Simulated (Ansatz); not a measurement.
Relaxation of CH9ClOSi3 (15 atoms, charge 0, multiplicity 1), to a largest force component of 0.015 eV/Å in at most 40 steps.

These are results of RKS PBE0/6-31G in Ansatz 0.2.0, not measurements.

```xyz
15
Properties=species:S:1:pos:R:3
C 0.461 -2.852 0.572
Si 0.500 -1.296 -0.495
Si -0.238 0.532 0.694
Cl -2.053 0.272 1.377
Si -0.107 2.314 -0.759
O -0.670 3.732 -0.033
H 1.067 -2.710 1.456
H 0.792 -3.671 0.002
H -0.608 -2.986 0.934
H 1.907 -1.086 -0.927
H -0.351 -1.472 -1.684
H 0.662 0.747 1.934
H 1.235 2.576 -1.212
H -0.987 2.074 -1.910
H -1.634 3.776 0.078
```

Problem. Where does it end, and by what steps?

Solution. The forces met the threshold. Limits of this set-up: no polarisation functions. After 16 steps the energy has fallen by 1.000 eV; H13 moved furthest, 0.48 Å.

```
step  energy less start (eV)  largest force component (eV/Å)  accepted
   0                  0.0000                           5.459       yes
   1                 -0.9133                           0.623       yes
   2                 -0.9659                           0.400       yes
   3                 -0.9819                           0.130       yes
   4                 -0.9893                           0.151       yes
   5                 -0.9934                           0.206       yes
   6                 -0.9962                           0.158       yes
   7                 -0.9977                           0.046       yes
   8                 -0.9984                           0.034       yes
   9                 -0.9989                           0.045       yes
  10                 -0.9993                           0.030       yes
  11                 -0.9997                           0.034       yes
  12                 -1.0000                           0.060       yes
  13                 -1.0002                           0.046       yes
  14                 -1.0004                           0.024       yes
  15                 -1.0004                           0.017       yes
  16                 -1.0004                           0.013       yes
```

```xyz
15
Properties=species:S:1:pos:R:3
C 0.343 -2.923 0.673
Si 0.628 -1.458 -0.519
Si 0.040 0.591 0.493
Cl -2.020 0.340 1.310
Si -0.172 2.515 -0.869
O -0.928 3.784 0.036
H 0.987 -2.836 1.553
H 0.566 -3.867 0.167
H -0.699 -2.940 1.006
H 2.077 -1.345 -0.921
H -0.189 -1.602 -1.774
H 0.882 0.874 1.708
H 1.172 3.051 -1.257
H -0.954 2.134 -2.099
H -1.754 3.630 0.522
```

Time of the run: 79 s on 1 thread of Intel(R) Xeon(R) 6975P-C (Granite Rapids) (shared host), peak memory 0.24 GiB.
